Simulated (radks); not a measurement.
Problem. Species: F+. Configuration: [He] 2s2 2p4. All-electron calculation, scalar-relativistic Kohn-Sham, PBEsol, spin-polarised, spherical densities, point nucleus; open shells are filled with parallel spins first. Program: a radial shooting solver on a logarithmic mesh with Libxc functionals. Some entries of the table are withheld. Estimate them.

orbital,occ.,eigenvalue (eV),<1/r> (bohr^-1)
1s up,1,-682.2317,8.608
1s down,1,-680.5418,8.623
2s up,1,-48.7506,(1)
2s down,1,-44.8296,(2)
2p up,3,(3),(4)
2p down,1,(5),(6)

Solution. 
(1) 2s up <1/r> (bohr^-1): 1.526
(2) 2s down <1/r> (bohr^-1): 1.493
(3) 2p up eigenvalue (eV): -29.8312
(4) 2p up <1/r> (bohr^-1): 1.392
(5) 2p down eigenvalue (eV): -25.8403
(6) 2p down <1/r> (bohr^-1): 1.346
